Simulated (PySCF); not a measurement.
Al(H)(NCO)(OH) (CH2AlNO2), SMILES O=C=[N][AlH][OH].

The structure is a stationary point at PBE0-D3(BJ)/def2-SVP. One conformer was computed; it need not be the lowest.

Method: r2SCAN/def2-TZVP in PySCF.

Symmetry labels are those of the subgroup Cs that the program uses (full group Cs).

Computed valence orbital energies around the gap with their symmetry:
```json
[
 {"orbital": "HOMO−7", "symmetry": "A'", "energy (eV)": "-12.55"},
 {"orbital": "HOMO−6", "symmetry": "A\"", "energy (eV)": "-11.70"},
 {"orbital": "HOMO−5", "symmetry": "A'", "energy (eV)": "-11.68"},
 {"orbital": "HOMO−4", "symmetry": "A'", "energy (eV)": "-8.88"},
 {"orbital": "HOMO−3", "symmetry": "A'", "energy (eV)": "-8.69"},
 {"orbital": "HOMO−2", "symmetry": "A\"", "energy (eV)": "-8.38"},
 {"orbital": "HOMO−1", "symmetry": "A\"", "energy (eV)": "-7.74"},
 {"orbital": "HOMO", "symmetry": "A'", "energy (eV)": "-7.55"},
 {"orbital": "LUMO", "symmetry": "A\"", "energy (eV)": "-1.37"},
 {"orbital": "LUMO+1", "symmetry": "A'", "energy (eV)": "-0.51"},
 {"orbital": "LUMO+2", "symmetry": "A'", "energy (eV)": "0.21"},
 {"orbital": "LUMO+3", "symmetry": "A'", "energy (eV)": "1.16"}
]
```
